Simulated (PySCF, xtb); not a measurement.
2,2-dichloroethyl(fluoro)silane (C2H5Cl2FSi), SMILES F[SiH2]CC(Cl)Cl. One conformer was computed; it need not be the lowest.

Harmonic wavenumbers (cm⁻¹) from GFN2-xTB in xtb at its own minimum, in rising order: 43, 72, 117, 174, 241, 288, 380, 486, 581, 625, 672, 724, 750, 763, 805, 826, 1055, 1117, 1170, 1216, 1267, 1456, 2342, 2377, 2949, 2976, 2989.

Question: What does PBE-D3(BJ)/def2-SVP in PySCF give at its own minimum? (An estimate is asked for; the answer gives what the named calculation found.)

Answer: 76, 84, 121, 194, 258, 298, 388, 522, 618, 684, 725, 740, 816, 835, 890, 929, 1027, 1101, 1151, 1192, 1261, 1372, 2183, 2213, 2993, 3052, 3066. Paired by order, the mean absolute difference is 49 cm⁻¹ and the zero-point energies are 40.7 and 41.2 kcal/mol.
